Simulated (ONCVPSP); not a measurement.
# Before and after: ONCV potential for Bi (Z = 83)

```
Element                 : bismuth
Generator               : ONCVPSP 4.0.1
Type                    : optimised norm-conserving Vanderbilt (ONCV)
Functional              : revPBE
Relativity              : scalar-relativistic
Frozen core             : [Xe] 4f14
Valence charge          : 15
Reference configuration : 5d10 6s2 6p3
Partial waves           : 6s: rc 1.90 bohr, ncon 4, nbas 8, qcut 2.7 1/bohr, 2 projectors, debl 1.5 Ha; 6p: rc 2.25 bohr, ncon 4, nbas 7, qcut 3.3 1/bohr, 2 projectors, debl 3.1 Ha; 5d: rc 1.10 bohr, ncon 3, nbas 7, qcut 8.2 1/bohr, 3 projectors, debl 2.4 Ha
Local potential         : polynomial inside 0.70 bohr (lpopt 2, dvloc0 0 Ha)
Core correction         : Teter function, fcfact 2.75, rcfact 1.6
```

All-electron outer shells of the reference configuration (revPBE, scalar-relativistic, ld1.x):

| shell | level (eV) | outermost node (bohr) | outermost maximum (bohr) |
| --- | --- | --- | --- |
| 4f | -152.53 | – | 0.34 |
| 5p | -95.82 | 0.48 | 0.86 |
| 5d | -27.05 | 0.51 | 1.03 |
| 6s | -14.41 | 0.98 | 1.88 |
| 6p | -4.51 | 1.14 | 2.47 |

Change: core correction none.

Cutoffs: the cutoffs (Ha) at which the residual kinetic energy of the hardest occupied pseudo-wave falls to 1 and 0.1 mHa per electron; they do not see the model core or the augmentation charge, which bear on the density cutoff. Errors are all-electron minus pseudo energies relative to the spin-unpolarised reference configuration.

Question: How do hardness, ghosts and transferability respond?

Answer: The potential gets neither clearly harder nor softer (38 Ha and 71 Ha → 38 Ha and 71 Ha); both files keep a bound ghost (p, s); of the 4 tests that both files solve, the error grows in 0 and shrinks in 3 by more than 15 % and 0.3 meV (median size 36.7 → 21.0 meV).

```csv
quantity,base,changed
"cutoff, loose",38 Ha,38 Ha
"cutoff, tight",71 Ha,71 Ha
bound ghosts,"s, p","s, p"
GHOST(+) flags under 300 eV,s at 61.3 eV,s at 61.3 eV
"error for 5d10 6s2 6p2, meV [ΔE 7.84 eV]",-4.4,-4.2
"error for 5d10 6s2 6p1, meV [ΔE 22.99 eV]",-18,-14
"error for 5d10 6s2 6p0, meV [ΔE 46.20 eV]",-55,-28
"error for 5d9 6s2 6p3, meV [ΔE 33.29 eV]",-149,-115
s: phases at 1.93 bohr within 0.05 rad from the reference energy up to (Ha; the scan ends near 5),2.2,2.2
p: phases at 2.28 bohr within 0.05 rad from the reference energy up to (Ha; the scan ends near 5),3.8,3.8
d: phases at 1.12 bohr within 0.05 rad from the reference energy up to (Ha; the scan ends near 5),to the end of the scan,to the end of the scan
```

 A true bound ghost makes a file unfit for plane-wave use even where its test errors are small: the radial tests pick states by their node count and pass the ghost by.
